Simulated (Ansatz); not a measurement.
A nudged elastic band was laid between two geometries of CH5GaO (8 atoms, charge 0, multiplicity 1).

These are results of Ansatz 0.2.0, RKS PBE-D4/def2-SVP, not measurements.

| Quantity | Value |
| --- | --- |
| movable images | 5 |
| climbing image | yes |
| spring | 5.0 eV/Å² |
| optimiser | quadratic models (default) |
| start path | through a guess of the saddle point |
| force threshold | 0.05 eV/Å |
| iteration limit | 60 |
| end points | relaxed |

Initial state:

```xyz
8
Properties=species:S:1:pos:R:3
Ga 0.083 -0.186 0.309
H 0.163 -0.275 1.887
O 1.649 -0.260 -0.599
H 2.422 -0.348 -0.013
C -1.479 0.000 -0.868
H -2.202 -0.822 -0.694
H -2.005 0.955 -0.665
H -1.158 -0.016 -1.928
```

Final state:

```xyz
8
Properties=species:S:1:pos:R:3
Ga -0.970 -0.814 1.014
H 1.894 -0.434 0.926
O 1.177 0.120 0.562
H 1.323 0.130 -0.405
C -1.425 -0.095 -0.884
H -2.490 -0.259 -1.157
H -1.227 0.999 -0.961
H -0.810 -0.600 -1.668
```

Question: What changes between the two ends?

Answer: Bonds broken: Ga1–H2, Ga1–O3. Bonds formed: H2–O3. CH5GaO becomes CH3Ga + H2O.

Question: What energy profile does the band end with?

Answer: The forces met the threshold. The highest image is number 2 of 0 to 6, 2.24 eV above the first end and 1.25 eV above the last; the last end lies 0.99 eV above the first. Neighbouring images differ by up to 1.6 eV, so the band resolves the path poorly. A vibrational analysis at the climbing image gives 2 clearly imaginary modes (1114i, 42i cm⁻¹): a point of higher order, so a lower path passes nearby. The orbitals stay closed-shell, which can raise the energy where a bond breaks towards radicals; this wasn't checked here.

```csv
image,path coordinate (Å),energy (eV),Ga1–H2 (Å),Ga1–O3 (Å),H2–O3 (Å)
0,0.00,0.00,1.58,1.81,2.90
1,0.81,0.60,1.56,1.83,2.37
2,1.62,2.24,1.64,2.05,1.50
3,2.33,1.11,2.27,2.43,0.99
4,3.03,1.03,2.70,2.43,0.98
5,3.74,1.00,2.83,2.39,0.98
6,4.45,0.99,2.89,2.38,0.98
```

Question: What is the geometry of the highest image?

Answer: 
```xyz
8
Properties=species:S:1:pos:R:3
Ga -0.313 -0.308 0.598
H 1.117 -0.147 1.379
O 1.594 0.102 -0.018
H 2.135 -0.714 -0.050
C -1.589 -0.024 -0.906
H -2.368 -0.811 -0.951
H -2.092 0.956 -0.771
H -1.011 -0.006 -1.853
```

Time of the run: 71 s on 2 threads of Arm Neoverse V1 (shared host), peak memory 0.12 GiB.
